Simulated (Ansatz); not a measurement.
`[OH][Nb]([F])([F])([F])[F]`, 7 atoms. The species carries charge 0 and has multiplicity 1. Correlated methods include outer-core shells of Nb, which these sets cover unevenly. Nb takes the def2 core potential. All runs use 4 threads of an Arm Neoverse V2 on a shared host. Correlated methods freeze the cores.

Task: Give the basis size and wall time and peak host memory of each of these runs in Ansatz. RKS PBE0-D4/def2-SVP energy; RKS PBE0-D4/def2-TZVP frequencies; RHF-CCSD(T)/def2-TZVPP energy; RKS ωB97M-V/def2-SVP energy; RKS PBE0-D4/def2-TZVP relaxation (4 steps); RKS r2SCANh-D4/def2-TZVPP energy; RHF-MP2/def2-QZVPP energy; RKS PBE0-D4/def2-QZVPP energy; RKS BHLYP-D4/def2-TZVPP energy; RKS ωB97M-V/def2-QZVPP energy; direct RPA on PBE orbitals/def2-TZVPP energy; RKS CAM-B3LYP-D4/def2-TZVPP energy. (Estimate.)

Result: The calculation gave: Other jobs shared the machine, so times are rough.

```tsv
level	job	functions	wall time	peak host memory (GiB)
RKS PBE0-D4/def2-SVP	energy	106	1 s	0.45
RKS CAM-B3LYP-D4/def2-TZVPP	energy	225	2.7 s	0.57
RKS BHLYP-D4/def2-TZVPP	energy	225	2.7 s	0.54
RKS r2SCANh-D4/def2-TZVPP	energy	225	4.4 s	0.54
RKS ωB97M-V/def2-SVP	energy	106	4.6 s	0.45
direct RPA on PBE orbitals/def2-TZVPP	energy	225	5.5 s	0.55
RKS PBE0-D4/def2-QZVPP	energy	396	5.5 s	1.2
RHF-MP2/def2-QZVPP	energy	396	12 s	1.8
RKS PBE0-D4/def2-TZVP	relaxation (4 steps)	201	12 s	0.49
RKS ωB97M-V/def2-QZVPP	energy	396	14 s	1.5
RKS PBE0-D4/def2-TZVP	frequencies	201	84 s	0.49
RHF-CCSD(T)/def2-TZVPP	energy	225	4.8 min	4.9
```
